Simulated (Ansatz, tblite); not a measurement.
Cost and result up the ladder for SbMe3 (C3H9Sb) (13 atoms). Total charge 0; singlet. Geometry: PBE0-D4/def2-SVP.

Cartesian coordinates in Å:
```
Sb -0.3288 -0.8718 -0.7590
C -1.7240 0.6403 -0.0623
H -2.1358 1.1907 -0.9207
H -1.2154 1.3455 0.6113
H -2.5546 0.1598 0.4750
C 1.2324 0.5576 -1.2468
H 1.3759 1.2627 -0.4151
H 0.9555 1.1160 -2.1529
H 2.1759 0.0261 -1.4393
C 0.4537 -1.2976 1.2220
H 1.3730 -1.8953 1.1374
H -0.2852 -1.8735 1.7981
H 0.6774 -0.3604 1.7522
```

Ansatz on 4 threads of Arm Neoverse V2 on a shared host; xTB runs through tblite on one thread. Times are rough, summed over both states, and most runs start from the orbitals of an earlier one. PBE0-D4/def2-TZVP serves as the yardstick here, not as an exact answer. The other state is a doublet.

In the def2 sets Sb takes a core potential; there is no spin–orbit coupling. The xTB rows come from tblite.

Raw xTB energies of ions are shifted by several eV.

```json
{"level": "GFN2-xTB", "functions": "30", "wall time": "0.006 s", "vertical IE (eV)": "12.75", "difference from PBE0-D4/def2-TZVP (eV)": "4.35"}
{"level": "GFN1-xTB", "functions": "39", "wall time": "0.009 s", "vertical IE (eV)": "14.16", "difference from PBE0-D4/def2-TZVP (eV)": "5.76"}
{"level": "PBE-D4/def2-TZVP", "functions": "197", "wall time": "3.8 s", "vertical IE (eV)": "8.33", "difference from PBE0-D4/def2-TZVP (eV)": "-0.07"}
{"level": "PBE0-D4/def2-TZVP", "functions": "197", "wall time": "5.9 s", "vertical IE (eV)": "8.40", "difference from PBE0-D4/def2-TZVP (eV)": "0.00"}
{"level": "r2SCAN-D4/def2-TZVP", "functions": "197", "wall time": "8.6 s", "vertical IE (eV)": "8.35", "difference from PBE0-D4/def2-TZVP (eV)": "-0.05"}
```
